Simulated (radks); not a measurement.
Problem. Species: Co0.75+. Configuration: [Ar] 3d7.25 4s1 (fractional occupations, a model configuration). All-electron calculation, scalar-relativistic Kohn-Sham, PBE, spin-unpolarised, spherical densities, point nucleus. Program: a radial shooting solver on a logarithmic mesh with Libxc functionals. Some entries of the table are withheld. Estimate them.

orbital  occ.  eigenvalue (eV)  <r^2> (bohr^2)  r(max) (bohr)
1s          2        -7598.121        0.004247        0.03678
2s          2        -903.7072         0.07703            (1)
2p          6        -774.6734         0.06215         0.1720
3s          2        -107.3937          0.6940         0.6690
3p          6         -70.6790          0.7912         0.6791
3d       7.25              (2)             (3)            (4)
4s          1         -10.4552           8.522          2.250

Solution. 
(1) 2s r(max) (bohr): 0.2131
(2) 3d eigenvalue (eV): -13.3811
(3) 3d <r^2> (bohr^2): 1.558
(4) 3d r(max) (bohr): 0.6713
